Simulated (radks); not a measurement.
Values are calculated unless marked as measured or tabulated.
Species: S. Configuration: [He] 2s2 2p5 3s2 3p4 4s1 (not the ground configuration).

Level of theory: scalar-relativistic Kohn-Sham, Wu-Cohen GGA, spin-polarised, spherical densities, point nucleus; open shells are filled with parallel spins first (a radial shooting solver on a logarithmic mesh with Libxc functionals).

Energy parts (hartree):
| part | energy |
|---|---|
| total | -392.63196 |
| kinetic | 394.18243 |
| electron-nucleus | -927.02189 |
| Hartree | 164.34207 |
| exchange-correlation | -24.13458 |

Orbitals (lengths in bohr, moments of r in powers of bohr; r(90%) holds 90 % of the orbital's charge):
| orbital | occ. | eigenvalue (hartree) | r(90%) |
|---|---|---|---|
| 1s up | 1 | -89.94472 | 0.173 |
| 1s down | 1 | -89.85105 | 0.173 |
| 2s up | 1 | -8.84986 | 0.731 |
| 2s down | 1 | -8.69878 | 0.734 |
| 2p up | 3 | -6.91090 | 0.706 |
| 2p down | 2 | -6.73904 | 0.711 |
| 3s up | 1 | -0.96257 | 2.31 |
| 3s down | 1 | -0.86994 | 2.35 |
| 3p up | 3 | -0.53884 | 2.69 |
| 3p down | 1 | -0.45222 | 2.78 |
| 4s up | 1 | -0.08569 | 8.03 |

The highest occupied level is 4s up at -2.332 eV. Summed over all electrons, <r^2> = 55.03 bohr^2, which gives a Langevin (diamagnetic) susceptibility term of -43.6 x 10^-6 cm^3/mol. Spin moment in Bohr magnetons: 4. The density falls to 0.001 e/bohr^3 at r = 4.53 bohr.
